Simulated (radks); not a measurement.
All-electron atom: the thulium ion Tm2+ in [Xe] 4f11 6s2 (not the ground configuration). Method: Dirac Kohn-Sham, LDA (Slater exchange, Perdew-Wang correlation), spin-unpolarised, spherical densities, finite nucleus; open shells fill j = l - 1/2 first; Fermi nuclear charge, rms radius 5.2256 fm; computed with a radial shooting solver on a logarithmic mesh with Libxc functionals.

Normalised radial functions P(r) = r R(r) (large component), r in bohr:

```
   r/bohr * 5p1/2, o 6s1/2 (the largest magnitude, 1.02, reaches the edge; | marks zero, & curves that meet)
  0.00378                             |&
 0.005123                             |*o
 0.006887                             |*o
 0.009334                             | &
  0.01255                             | o*
  0.01701                             |o  *
  0.02305                             o    *
  0.03099                            o|     *
    0.042                           o |      *
  0.05647                          o  |    *
  0.07653                           o |*
   0.1029                        *    |o
   0.1394                    *        |   o
   0.1875                      *      |   o
   0.2541                             o *
   0.3416                        o    |           *
    0.463                        o    |           *
   0.6225                           * | o
   0.8436          *                  |        o
    1.134  *                          |      o
    1.537       *                 o   |
    2.067              o  *           |
    2.801           o             *   |
    3.766                o           *|
    5.103                        o    *
    6.861                            o*
    9.299                             &
```

5p1/2: eigenvalue -58.461 eV, 3 radial nodes at r = 0.0812, 0.241, 0.605 bohr, <r> = 1.31 bohr, 90 % of the charge inside 1.92 bohr. 6s1/2: eigenvalue -19.477 eV, 5 radial nodes at r = 0.0241, 0.0957, 0.248, 0.572, 1.41 bohr, <r> = 2.95 bohr, 90 % of the charge inside 4.21 bohr.
